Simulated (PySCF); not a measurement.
NMR data simulated for an unnamed compound:

¹H NMR (600 MHz, computed): δ 10.92 (br s, 1H), 9.61 (d, 1H), 7.70 (m, 1H), 6.79 (m, 1H), 6.75 (m, 1H), 6.49 (d, 1H), 5.51 (m, 1H).

¹³C{¹H} NMR (computed): δ 171.3 (CH), 159.8 (C), 150.3 (CH), 130.3 (CH), 128.2 (CH), 124.2 (CH), 119.1 (CH).

PySCF 2.14 calculation with geometry from GFN2-xTB and shielding tensors at PBE0/pcSseg-1 (GIAO); relativity neglected, in vacuum, single conformer.

Chemical shifts δ = σref − σ; ¹H and ¹³C vs TMS, all at this level.

Task: Which of these does the molecule contain: an amide, an ester, an NH or NH2 group, a carboxylic acid, a heteroaromatic ring, a non-aromatic C=C double bond?

Result: 
- An amide: no.
- An ester: no.
- An NH or NH2 group: yes (δH 10.92 (br s)).
- A carboxylic acid: no.
- A heteroaromatic ring: yes.
- A non-aromatic C=C double bond: yes.

The data belong to `N(/[H])=C/C=C\C1=CC=CO1`, C$_{7}$H$_{7}$NO; they needn't prove each group on their own.

Carbon signals by region: 1 in the far downfield region (above 160 ppm), 6 in the sp2 and nitrile region (100–160 ppm). Above 160 ppm: 171.3, C=N carbon.

OH/NH shifts are gas-phase values; hydrogen bonding in solution moves them, usually downfield. Shifts are as computed. Against solution values, carbons near 30 ppm lie about +3 ppm off and those near 130 ppm about +5 ppm (rms about the fit 2.1 ppm; single classes can miss by 10 ppm). Of 1328 compounds with measured shifts, 309 miss one by over three times the rms of a fit or turn the order of signals round; such compounds aren't used in these exercises. Signals without a measured value on file couldn't be tested in this way; 1H shifts scatter by 0.2 ppm about their fit, and single ones miss by 0.5 ppm. No couplings were computed; multiplicities are counted from neighbouring protons, with m where these are inequivalent, close in shift, in a saturated or five-membered ring or joined by F or P, and br s for small geminal =CH2 splittings.
